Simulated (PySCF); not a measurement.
## LiZn: frontier orbitals

BP86 at R = 2.756 Å; PySCF, spin-free X2C with a Gaussian nucleus, basis sets Li jorge-DZP-DKH, Zn jorge-DZP-DKH. State: ²Σ⁺ (doublet), unpaired electrons σ ↑. Only the outer orbitals are listed, counted within each symmetry.

```json
{"spin": "α", "orbital": "6σ", "occ.": "1", "ε (eV)": "-51.56", "on Li (%)": "100", "main shells (%)": "100 Li s"}
{"spin": "α", "orbital": "7σ", "occ.": "1", "ε (eV)": "-9.65", "on Li (%)": "2", "main shells (%)": "99 Zn d"}
{"spin": "α", "orbital": "3π", "occ.": "1", "ε (eV)": "-9.59", "on Li (%)": "1", "main shells (%)": "99 Zn d"}
{"spin": "α", "orbital": "3π", "occ.": "1", "ε (eV)": "-9.59", "on Li (%)": "1", "main shells (%)": "99 Zn d"}
{"spin": "α", "orbital": "1δ", "occ.": "1", "ε (eV)": "-9.54", "on Li (%)": "0", "main shells (%)": "100 Zn d"}
{"spin": "α", "orbital": "1δ", "occ.": "1", "ε (eV)": "-9.54", "on Li (%)": "0", "main shells (%)": "100 Zn d"}
{"spin": "α", "orbital": "8σ", "occ.": "1", "ε (eV)": "-6.48", "on Li (%)": "21", "main shells (%)": "79 Zn s, 12 Li s, 8 Li p"}
{"spin": "α", "orbital": "9σ", "occ.": "1", "ε (eV)": "-3.05", "on Li (%)": "72", "main shells (%)": "69 Li s, 23 Zn p"}
{"spin": "α", "orbital": "4π", "occ.": "0", "ε (eV)": "-1.89", "on Li (%)": "55", "main shells (%)": "54 Li p, 45 Zn p"}
{"spin": "α", "orbital": "4π", "occ.": "0", "ε (eV)": "-1.89", "on Li (%)": "55", "main shells (%)": "54 Li p, 45 Zn p"}
{"spin": "α", "orbital": "10σ", "occ.": "0", "ε (eV)": "-1.71", "on Li (%)": "59", "main shells (%)": "48 Li p, 38 Zn p, 11 Li s"}
{"spin": "β", "orbital": "6σ", "occ.": "1", "ε (eV)": "-51.41", "on Li (%)": "100", "main shells (%)": "100 Li s"}
{"spin": "β", "orbital": "7σ", "occ.": "1", "ε (eV)": "-9.61", "on Li (%)": "2", "main shells (%)": "99 Zn d"}
{"spin": "β", "orbital": "3π", "occ.": "1", "ε (eV)": "-9.57", "on Li (%)": "1", "main shells (%)": "99 Zn d"}
{"spin": "β", "orbital": "3π", "occ.": "1", "ε (eV)": "-9.57", "on Li (%)": "1", "main shells (%)": "99 Zn d"}
{"spin": "β", "orbital": "1δ", "occ.": "1", "ε (eV)": "-9.54", "on Li (%)": "0", "main shells (%)": "100 Zn d"}
{"spin": "β", "orbital": "1δ", "occ.": "1", "ε (eV)": "-9.54", "on Li (%)": "0", "main shells (%)": "100 Zn d"}
{"spin": "β", "orbital": "8σ", "occ.": "1", "ε (eV)": "-6.27", "on Li (%)": "17", "main shells (%)": "83 Zn s, 9 Li s"}
{"spin": "β", "orbital": "9σ", "occ.": "0", "ε (eV)": "-2.17", "on Li (%)": "56", "main shells (%)": "55 Li s, 39 Zn p"}
{"spin": "β", "orbital": "4π", "occ.": "0", "ε (eV)": "-1.54", "on Li (%)": "35", "main shells (%)": "65 Zn p, 33 Li p"}
{"spin": "β", "orbital": "4π", "occ.": "0", "ε (eV)": "-1.54", "on Li (%)": "35", "main shells (%)": "65 Zn p, 33 Li p"}
```

Which are the highest filled and the lowest empty level, where do they sit, and how wide is the gap?

Highest filled α 9σ at -3.05 eV (in %: 69 Li s, 23 Zn p); lowest empty β 9σ at -2.17 eV (in %: 55 Li s, 39 Zn p); the gap at BP86 is 0.88 eV.

| Quantity | Value |
| --- | --- |
| bond order (Mayer) | 0.86 |
| ⟨S²⟩ | 0.752 |
| charge on Li (Mulliken, basis-dependent) | -0.17 |
| charge on Li (Löwdin, basis-dependent) | -0.26 |
| dipole moment (positive dipole means Li(−)Zn(+)) | -0.15 D |

The state was picked by a PBE0 search and need not be the measured ground state.
